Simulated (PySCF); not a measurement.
MgBrI, SMILES [I][Mg][Br]. The structure is a stationary point at PBE0-D3(BJ)/def2-TZVP. The def2 effective core potentials stand for the cores of I; spin–orbit coupling is left out.

Task: Give the equilibrium geometry at PBE0-D3(BJ)/def2-TZVP (PySCF confirms it by a frequency run) as Cartesian coordinates in Å, and its point group. (Estimate from the structure and the level; the computed values follow.)

Result: point group C∞v.
```xyz
3

Mg     0.0000     0.0000     0.5262
Br     0.0000     0.0000     2.8481
I      0.0000     0.0000    -2.0000
```
